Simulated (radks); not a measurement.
Effect of the nuclear size on the iridium ion Ir+, [Xe] 4f14 5d7 6s1. Method: Dirac Kohn-Sham, BLYP, spin-unpolarised, spherical densities, finite nucleus; open shells fill j = l - 1/2 first; Fermi nuclear charge, rms radius 5.4032 fm; computed with a radial shooting solver on a logarithmic mesh with Libxc functionals. The rms radius is varied about that value; shifts are against it.

rms radius (fm)  total energy shift (eV)  density at nucleus (e/bohr^3)  1s1/2 shift (meV)  2s1/2 shift (meV)  4p1/2 shift (meV)  5s1/2 shift (meV)  5p1/2 shift (meV)  6s1/2 shift (meV)  6p1/2 (empty) shift (meV)
4.6684                             -20.3                      1.925e+06              -8150              -1180             -0.833              -12.4              0.170              -1.23                      0.104
5.2141                             -5.39                      1.846e+06              -2170               -314             -0.223              -3.29              0.045             -0.329                      0.028
5.4032                                 0                      1.821e+06              0.000              0.000              0.000              0.000              0.000              0.000                      0.000
5.9003                              14.7                      1.762e+06               5930                859              0.614               8.98             -0.122              0.897                     -0.076
6.2245                              24.8                      1.726e+06               9970               1440               1.04               15.1             -0.205               1.51                     -0.127

Slopes of the eigenvalues against <r^2> in GHz/fm^2, as finite differences over the two radii next to the reference (eigenvalue slopes, not the field-shift constants of lines): 1s1/2 257000, 2s1/2 37200, 4p1/2 26.5, 5s1/2 389, 5p1/2 -5.30, 6s1/2 38.9, 6p1/2 (empty) -3.27.
